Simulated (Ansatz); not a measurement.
`F[CH2][GaH][SiH2]Cl`. Charge 0, multiplicity 1.

```xyz
10

F     0.6258    2.1642   -0.0484
C     1.4903    1.1430    0.3330
Ga    0.5564   -0.6120    0.4487
Si   -1.7300   -0.7707   -0.3100
Cl   -1.5175   -1.1487   -2.3445
H     2.3094    1.1000   -0.3949
H     1.9353    1.4160    1.2973
H     1.3794   -1.8628    0.9316
H    -2.5357    0.4687   -0.1731
H    -2.5134   -1.8978    0.2602
```

Task: What are the harmonic wavenumbers in cm⁻¹ at PBE0-D4/def2-TZVP (Ansatz, finite differences of forces, unscaled)? (Best estimate.)

Result: Ansatz gave: 13, 59, 72, 94, 255, 333, 381, 443, 522, 547, 614, 643, 677, 794, 939, 1052, 1242, 1269, 1450, 1950, 2218, 2233, 3026, 3076.
